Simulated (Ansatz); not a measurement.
F4MoS (`[F][Mo]([F])([F])([F])=[S]`), 6 atoms. The species carries charge 0 and has multiplicity 1. Correlated methods include outer-core shells of Mo, which these sets cover unevenly. Mo takes the def2 core potential. All runs use 4 threads of an Arm Neoverse V2 on a shared host. Correlated methods freeze the cores.

(1) How many basis functions does each run have, and how long does it take in Ansatz? RKS r2SCAN-D4/def2-TZVPP energy and forces; RHF-CCSD(T)/def2-TZVPP energy; RKS PBE0-D4/def2-TZVP frequencies; RHF-CCSD(T)/def2-SVP energy; RHF-MP2/def2-QZVPP energy; RKS PBE-QIDH (frozen core)/def2-TZVPP energy; RKS PBE0-D4/def2-QZVPP energy; RKS ωB97M-V/def2-QZVPP energy; RKS PBE0-D4/def2-SVP energy; RKS ωB97M-V/def2-SVP energy; RKS BLYP-D4/def2-TZVPP energy; direct RPA on PBE orbitals/def2-TZVPP energy. (Estimate.)

Answers

(1) Ansatz gave: Other jobs shared the machine, so times are rough.

| level | job | functions | wall time | peak host memory (GiB) |
| --- | --- | --- | --- | --- |
| RKS PBE0-D4/def2-SVP | energy | 105 | 1.1 s | 0.42 |
| RKS BLYP-D4/def2-TZVPP | energy | 222 | 1.9 s | 0.29 |
| RHF-CCSD(T)/def2-SVP | energy | 105 | 3.1 s | 0.45 |
| RKS r2SCAN-D4/def2-TZVPP | energy and forces | 222 | 4.4 s | 0.32 |
| direct RPA on PBE orbitals/def2-TZVPP | energy | 222 | 4.6 s | 0.56 |
| RKS ωB97M-V/def2-SVP | energy | 105 | 5.5 s | 0.42 |
| RKS PBE0-D4/def2-QZVPP | energy | 379 | 5.5 s | 1.3 |
| RKS PBE-QIDH (frozen core)/def2-TZVPP | energy | 222 | 5.5 s | 0.59 |
| RHF-MP2/def2-QZVPP | energy | 379 | 13 s | 1.7 |
| RKS ωB97M-V/def2-QZVPP | energy | 379 | 15 s | 1.5 |
| RKS PBE0-D4/def2-TZVP | frequencies | 201 | 28 s | 0.56 |
| RHF-CCSD(T)/def2-TZVPP | energy | 222 | 29 s | 2.1 |
